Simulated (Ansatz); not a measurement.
The cluster Ge7S6. Charge 0, multiplicity 1. Geometry r2SCAN-D4/def2-SVP.

```xyz
13

Ge    1.4074    1.8407    2.0706
Ge   -0.0032    0.2284   -1.1549
Ge    2.8854   -0.6753   -2.1851
Ge   -2.4144    0.5406   -0.4610
Ge    2.8781    0.6278    0.2292
Ge    0.0381   -2.1758    1.8650
Ge   -2.5474   -0.0657    2.0006
S    -1.9846   -2.0281    0.7527
S     0.9917    0.1597   -3.1718
S    -3.6274    0.6161   -2.1128
S     1.0872    2.1476   -0.3132
S    -0.1638    0.1341    2.6050
S     1.4531   -1.3501   -0.1243
```

Another isomer (singlet) lies 0.58 eV lower at PBE0-D4/def2-SVP; other spin states weren't run for this one.

Problem. Estimate the orbital energies around the gap (eV) in Ansatz with PBE-D4/def2-SVP, r2SCAN-D4/def2-SVP, PBE0-D4/def2-SVP.

Solution. 
```csv
orbital,PBE-D4/def2-SVP,r2SCAN-D4/def2-SVP,PBE0-D4/def2-SVP
HOMO−5,-6.58,-6.93,-7.62
HOMO−4,-6.38,-6.73,-7.45
HOMO−3,-6.18,-6.50,-7.17
HOMO−2,-5.92,-6.22,-6.86
HOMO−1,-5.43,-5.73,-6.29
HOMO,-5.21,-5.48,-6.09
LUMO,-3.85,-3.97,-3.41
LUMO+1,-3.63,-3.70,-3.09
LUMO+2,-3.29,-3.31,-2.71
LUMO+3,-2.91,-2.90,-2.29
LUMO+4,-2.89,-2.87,-2.24
LUMO+5,-2.38,-2.37,-1.74
```
